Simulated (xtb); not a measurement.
Si(H)(F)(Cl)(Me) (CH4ClFSi), SMILES C[SiH](Cl)F. All values are semi-empirical tight-binding results from xtb (GFN2-xTB unless named), good for trends rather than for accurate numbers. Geometry optimised at GFN2-xTB.

Optimised geometry:

```xyz
8

Si    -0.0217    -0.4093     0.3601
C      1.8615    -0.5296     0.2631
F     -0.6239    -1.4178    -0.7463
Cl    -0.6705     1.4236    -0.1309
H     -0.6161    -0.8624     1.6027
H      2.1993    -1.5392     0.4783
H      2.3440     0.1368     0.9717
H      2.2202    -0.2684    -0.7304
```
Charge 0, spin multiplicity 1.

Computed properties:
```yaml
orbital_gap: 6.59 eV
dipole_moment: 2.28 D
zero_point_energy: 30.7 kcal/mol
G − E(el) at 298.15 K (modified RRHO): 11.8 kcal/mol
static polarisability (D4 model): 59.1 bohr³
solvation energy, GFN2-xTB/ALPB(water): -0.9 kcal/mol
solvation energy, GFN2-xTB/ALPB(benzene): -2.4 kcal/mol
```

Give the atomic charges and the Wiberg bond orders between heavy atoms. (The exact figures need the calculation; the answer reports its results.)

charges (e) Si1 0.57, C2 -0.20, F3 -0.26, Cl4 -0.22, H5 -0.04, H6 0.05, H7 0.04, H8 0.06. Bond orders Si1–C2 0.92, Si1–F3 1.09, Si1–Cl4 1.12.
